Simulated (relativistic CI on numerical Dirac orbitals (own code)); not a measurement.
# Ligand-field terms of d8

Computed with a parametric ligand-field model of a d^n configuration (Racah B and C, spin-orbit zeta, crystal field), exact diagonalisation.

Field parameters in Wybourne normalisation: Oh B⁴₀ = 21Dq, B⁴₄ = √(5/14) B⁴₀. The field is a parameter set, without covalency.

Task: Ground term and bands for B = 840, C = 3670, ζ = 0 cm⁻¹, Oh, 10Dq = 22650 cm⁻¹?

Result: Ground term 3A2 with 2.00 electrons in the two orbitals of the cubic e set. Spin-allowed: 3T2 22650 cm⁻¹ (442 nm), 3T1 31201 cm⁻¹ (320 nm), 3T1 49349 cm⁻¹ (203 nm). Lowest spin-forbidden: 1E 13877 cm⁻¹ (721 nm), 1A1 24930 cm⁻¹ (401 nm), 1T2 36355 cm⁻¹ (275 nm). With an A2 ground term the first spin-allowed band lies at |10Dq| itself.

Task: Ground term and bands for B = 380, C = 1550, ζ = 0 cm⁻¹, Oh, 10Dq = 16200 cm⁻¹?

Result: Ground term 3A2 with 2.00 electrons in the two orbitals of the cubic e set. Spin-allowed: 3T2 16200 cm⁻¹ (617 nm), 3T1 20365 cm⁻¹ (491 nm), 3T1 33935 cm⁻¹ (295 nm). Lowest spin-forbidden: 1E 6087 cm⁻¹ (1643 nm), 1A1 11381 cm⁻¹ (879 nm), 1T2 22236 cm⁻¹ (450 nm). With an A2 ground term the first spin-allowed band lies at |10Dq| itself.

Task: Ground term and bands for B = 640, C = 3070, ζ = 0 cm⁻¹, Oh, 10Dq = 17900 cm⁻¹?

Result: Ground term 3A2 with 2.00 electrons in the two orbitals of the cubic e set. Spin-allowed: 3T2 17900 cm⁻¹ (559 nm), 3T1 24467 cm⁻¹ (409 nm), 3T1 38833 cm⁻¹ (258 nm). Lowest spin-forbidden: 1E 11126 cm⁻¹ (899 nm), 1A1 19867 cm⁻¹ (503 nm), 1T2 28899 cm⁻¹ (346 nm). With an A2 ground term the first spin-allowed band lies at |10Dq| itself.

Task: A d8 ion in Oh symmetry has the ground term 3A2 and bands at 1E 10201 cm⁻¹ (980 nm), 1A1 18949 cm⁻¹ (528 nm), 3T2 24450 cm⁻¹ (409 nm), 3T1 31372 cm⁻¹ (319 nm), 1T2 34556 cm⁻¹ (289 nm), 3T1 51578 cm⁻¹ (194 nm). Which parameters reproduce them?

Result: B = 640, C = 2590, ζ = 0 cm⁻¹, Oh, 10Dq = 24450 cm⁻¹.

Task: Ground term and bands for B = 890, C = 4030, ζ = 0 cm⁻¹, Oh, 10Dq = 15850 cm⁻¹?

Result: Ground term 3A2 with 2.00 electrons in the two orbitals of the cubic e set. Spin-allowed: 3T2 15850 cm⁻¹ (631 nm), 3T1 23826 cm⁻¹ (420 nm), 3T1 37074 cm⁻¹ (270 nm). Lowest spin-forbidden: 1E 14891 cm⁻¹ (672 nm), 1A1 25572 cm⁻¹ (391 nm), 1T2 30480 cm⁻¹ (328 nm). With an A2 ground term the first spin-allowed band lies at |10Dq| itself.
